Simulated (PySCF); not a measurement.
# Stretching BeBr

Set-up: PySCF, no relativity, basis sets Be def2-SVP, Br def2-SVP. Energies in eV from Be + Br in their ground configurations at the same level. State: ²Σ⁺ (doublet), unpaired electrons σ ↑.

All columns are BLYP. A positive dipole means Be(−)Br(+).

```json
{"R (Å)": "1.711", "E (eV)": "-2.538", "μ (D)": "0.69", "Mulliken charge on Be (basis-dependent)": "0.04", "HOMO (eV)": "-4.50", "LUMO (eV)": "-2.48", "Mayer bond order": "1.55", "⟨S²⟩": "0.75"}
{"R (Å)": "1.791", "E (eV)": "-3.000", "μ (D)": "0.38", "Mulliken charge on Be (basis-dependent)": "0.09", "HOMO (eV)": "-4.63", "LUMO (eV)": "-2.59", "Mayer bond order": "1.48", "⟨S²⟩": "0.75"}
{"R (Å)": "1.871", "E (eV)": "-3.262", "μ (D)": "0.05", "Mulliken charge on Be (basis-dependent)": "0.13", "HOMO (eV)": "-4.77", "LUMO (eV)": "-2.72", "Mayer bond order": "1.41", "⟨S²⟩": "0.75"}
{"R (Å)": "1.930", "E (eV)": "-3.362", "μ (D)": "-0.20", "Mulliken charge on Be (basis-dependent)": "0.16", "HOMO (eV)": "-4.88", "LUMO (eV)": "-2.83", "Mayer bond order": "1.37", "⟨S²⟩": "0.75"}
{"R (Å)": "1.990", "E (eV)": "-3.397", "μ (D)": "-0.45", "Mulliken charge on Be (basis-dependent)": "0.18", "HOMO (eV)": "-4.98", "LUMO (eV)": "-2.94", "Mayer bond order": "1.33", "⟨S²⟩": "0.75"}
{"R (Å)": "2.050", "E (eV)": "-3.383", "μ (D)": "-0.71", "Mulliken charge on Be (basis-dependent)": "0.21", "HOMO (eV)": "-5.08", "LUMO (eV)": "-3.06", "Mayer bond order": "1.29", "⟨S²⟩": "0.75"}
{"R (Å)": "2.129", "E (eV)": "-3.306", "μ (D)": "-1.05", "Mulliken charge on Be (basis-dependent)": "0.23", "HOMO (eV)": "-5.22", "LUMO (eV)": "-3.23", "Mayer bond order": "1.25", "⟨S²⟩": "0.75"}
{"R (Å)": "2.229", "E (eV)": "-3.144", "μ (D)": "-1.47", "Mulliken charge on Be (basis-dependent)": "0.26", "HOMO (eV)": "-5.38", "LUMO (eV)": "-3.44", "Mayer bond order": "1.20", "⟨S²⟩": "0.75"}
{"R (Å)": "2.348", "E (eV)": "-2.891", "μ (D)": "-1.97", "Mulliken charge on Be (basis-dependent)": "0.28", "HOMO (eV)": "-5.56", "LUMO (eV)": "-3.71", "Mayer bond order": "1.16", "⟨S²⟩": "0.75"}
{"R (Å)": "2.507", "E (eV)": "-2.505", "μ (D)": "-2.59", "Mulliken charge on Be (basis-dependent)": "0.30", "HOMO (eV)": "-5.77", "LUMO (eV)": "-4.08", "Mayer bond order": "1.10", "⟨S²⟩": "0.75"}
```

A fit through these points gives, at Re = 2.001 Å, μ = -0.50 D and dμ/dR = -4.27 D/Å; the reduced mass is 8.089 u.

Question: How strong is the fundamental in the double-harmonic approximation, I = 42.26·(dμ/dR)²/μred km/mol?

Answer: I = 42.26·(-4.27)²/8.089 = 95.3 km/mol at BLYP.

Spin–orbit coupling is left out. The state is the lowest determinant that a PBE0 search found; another state may lie lower at other levels.
